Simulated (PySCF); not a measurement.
The scaffold BH2-X carries different groups X. Gas-phase values, no solvent. One relaxed conformer stands for each flexible species; it need not be the lowest. Strings in code marks are SMILES.

Quantity: vertical ionisation energy (energy after one electron is removed minus that of the parent at the parent's geometry), in eV.

A: `BO`
B: `BCl`
C: `BB`
D: `BC(=O)O`
E: `BS`
F: `BC(F)F`

Problem. Put the candidates in order of vertical ionisation energy (energy after one electron is removed minus that of the parent at the parent's geometry), lowest first, for B3LYP-D3(BJ)/def2-TZVP // M06-2X/def2-TZVP (PySCF).

Solution. D (10.71 eV), E (10.99 eV), C (11.27 eV), B (11.34 eV), F (11.72 eV), A (11.81 eV)
